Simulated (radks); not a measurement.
Problem. C4+, configuration 2s2 (not the ground configuration). All-electron calculation, non-relativistic Kohn-Sham, exchange-only PBE, spin-unpolarised, spherical densities, point nucleus. Program: a radial shooting solver on a logarithmic mesh with Libxc functionals. Some entries of the table are withheld. Estimate them.

| orbital | occ. | eigenvalue (eV) | <r> (bohr) |
|---|---|---|---|
| 1s | 0 | -454.3795 | (1) |
| 2s | 2 | -91.1460 | 1.037 |
| 2p | 0 | -87.0088 | (2) |

Solution. 
(1) 1s <r> (bohr): 0.2460
(2) 2p <r> (bohr): 0.8916
